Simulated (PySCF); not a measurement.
# Static response to an electric field

C3H11AsBN.
Numbering: `[CH3:1][CH2:2][N:3]([CH3:4])[BH:5][AsH2:6]` (hydrogens: H7, H8, H9 on C1; H10, H11 on C2; H12, H13, H14 on C4; H15 on B5; H16, H17 on As6)

Geometry (PBE0-D3(BJ)/def2-SVP, Å), atoms numbered from 1 in this order:
```xyz
17
C3H11AsBN angstrom
C     -1.759    0.655   -0.556
C     -0.896    0.090    0.562
N      0.250   -0.667    0.080
C     -0.046   -2.049   -0.235
B      1.518   -0.124   -0.121
As     1.982    1.851    0.087
H     -1.180    1.360   -1.172
H     -2.624    1.194   -0.142
H     -2.142   -0.137   -1.216
H     -0.533    0.908    1.201
H     -1.500   -0.566    1.213
H      0.848   -2.541   -0.635
H     -0.849   -2.128   -0.988
H     -0.378   -2.597    0.664
H      2.383   -0.839   -0.573
H      1.306    2.113    1.429
H      3.347    1.599    0.707
```

Level: B3LYP/def2-SVPD (PySCF), static field, nuclei fixed, core orbitals frozen in the response. The polarisability tensor in these axes (au):

```
x   105.26  11.55   0.35
y    11.55 105.48   3.08
z     0.35   3.08  78.41
```

Q: What are the eigenvalues, a third of the trace, and Δα (Δα² = ½Σ(αi − αj)² over the three pairs)?

A: Principal values 78.03, 94.06 and 117.08 au; mean 96.39 au = 14.28 Å³ = 15.89 × 10⁻⁴⁰ C²·m²/J; Δα = 34.00 au (35 % of the mean).

Q: What is the dipole moment, and where does it point?

A: (-2.07, -1.59, 0.34) D, 2.63 D in size, pointing from the negative to the positive side. Measured along this direction, the outermost atoms are H17 at the negative end and H14 at the positive end.

Q: In a dilute gas of rigid molecules at 400 K, how does the orientational term μ²/3kT compare with the electronic polarisability?

A: In Gaussian units μ²/3kT = 41.67 Å³ against 14.28 Å³, a ratio of 2.92; the Debye molar polarisation (4π/3)N_A(α + μ²/3kT) is 141.1 cm³/mol, leaving out the vibrational part.

Q: Traceless (Buckingham) quadrupole moment about the centre of nuclear charge: eigenvalues?

A: -2.50, 0.62, 1.87 D·Å. The values depend on the origin, since the dipole doesn't vanish. The electronic extent ⟨r²⟩ about the same centre is 1246 bohr², a root-mean-square distance of 2.17 Å for the 74 electrons.

Q: Find the Langevin capture rate constant for NO+ (29.998 u) meeting this molecule (147.020 u), k = 2.342 × 10⁻⁹ cm³/s × √(α in Å³ / reduced mass in u).

A: The reduced mass is 24.91 u, so k = 1.77 × 10⁻⁹ cm³/s. The formula leaves out the permanent dipole, which adds to the capture rate.

Isolated species at its PBE0-D3(BJ)/def2-SVP geometry (one conformer only). The calculation is non-relativistic, for arsenic too.
